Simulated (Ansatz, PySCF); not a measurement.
C₅H₇N, SMILES C#CC/C=N/C. Atoms are numbered in the order given.

```xyz
13

C      2.1195     1.9582    -0.8484
C      1.6757     0.9587    -0.3292
C      1.1139    -0.2424     0.2763
C     -0.3167    -0.4844    -0.1272
N     -1.2059    -0.7467     0.7281
C     -2.5462    -0.9887     0.2779
H      2.5188     2.8463    -1.3019
H      1.7214    -1.1150    -0.0279
H      1.1542    -0.1884     1.3754
H     -0.5330    -0.4251    -1.2153
H     -3.2292    -0.2725     0.7628
H     -2.6773    -0.9160    -0.8205
H     -2.8675    -1.9908     0.6058
```
Charge 0, spin multiplicity 1.

Coordinates come from a PBE0-D3(BJ)/def2-SVP optimisation. The structure was generated by enumeration; whether it is a known compound was not checked. The values are those of a single conformer.

Two levels are set side by side: PBE-D3(BJ)/def2-SVP (Ansatz, a first-principles code) and PBE0-D3(BJ)/def2-SVP (Ansatz). Each level has its own optimised geometry; the coordinates shown are those of the second. Frequencies come from the Hessian of PySCF at each geometry. Differences are taken from unrounded values.

| quantity | PBE0-D3(BJ) | PBE-D3(BJ) | PBE-D3(BJ) minus PBE0-D3(BJ) |
|---|---|---|---|
| mean bond length (Å) | 1.215 | 1.224 | 0.009 |
| bond C1–C2 (Å) | 1.211 | 1.222 | 0.012 |
| bond C2–C3 (Å) | 1.458 | 1.461 | 0.004 |
| bond C3–C4 (Å) | 1.506 | 1.516 | 0.010 |
| bond C4–N5 (Å) | 1.261 | 1.274 | 0.012 |
| bond N5–C6 (Å) | 1.435 | 1.444 | 0.009 |
| bond C1–H7 (Å) | 1.074 | 1.081 | 0.007 |
| bond C3–H8 (Å) | 1.106 | 1.115 | 0.009 |
| bond C3–H9 (Å) | 1.101 | 1.110 | 0.009 |
| bond C4–H10 (Å) | 1.111 | 1.121 | 0.010 |
| bond C6–H11 (Å) | 1.102 | 1.111 | 0.009 |
| bond C6–H12 (Å) | 1.109 | 1.118 | 0.010 |
| bond C6–H13 (Å) | 1.102 | 1.111 | 0.009 |
| highest harmonic wavenumber (cm⁻¹) | 3491 | 3409 | -82 |
| mean harmonic wavenumber (cm⁻¹) | 1415 | 1363 | -52 |
| zero-point energy (kcal/mol) | 66.73 | 64.28 | -2.45 |

Exact exchange shortens and stiffens bonds; PBE has none. Differences between two approximate levels are no errors against the true value.
